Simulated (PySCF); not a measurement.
5,5-difluorocyclopenta-1,3-diene (C5H4F2), SMILES FC1(F)C=CC=C1. Coordinates come from a PBE0-D3(BJ)/def2-SVP optimisation. The values are those of a single conformer.

Computed equilibrium geometry at PBE0-D3(BJ)/def2-SVP (PySCF confirms it by a frequency run) as bond lengths and angles, and its point group (one conformer of several):
point group C2v.
Atoms: F1 C2 F3 C4 C5 C6 C7 H8 H9 H10 H11. Bonds (Å): F1–C2 1.355, C2–F3 1.355, C2–C4 1.516, C2–C7 1.516, C4–C5 1.337, C4–H8 1.089, C5–C6 1.488, C5–H9 1.091, C6–C7 1.337, C6–H10 1.091, C7–H11 1.089. Bond angles (°): F1–C2–F3 106.4, F1–C2–C4 111.6, F1–C2–C7 111.6, F3–C2–C4 111.6, F3–C2–C7 111.6, C4–C2–C7 104.0, C2–C4–C5 108.3, C2–C4–H8 122.7, C5–C4–H8 129.0, C4–C5–C6 109.7, C4–C5–H9 126.3, C6–C5–H9 124.0, C5–C6–C7 109.7, C5–C6–H10 124.0, C7–C6–H10 126.3, C2–C7–C6 108.3, C2–C7–H11 122.7, C6–C7–H11 129.0.
Charge 0, spin multiplicity 1.
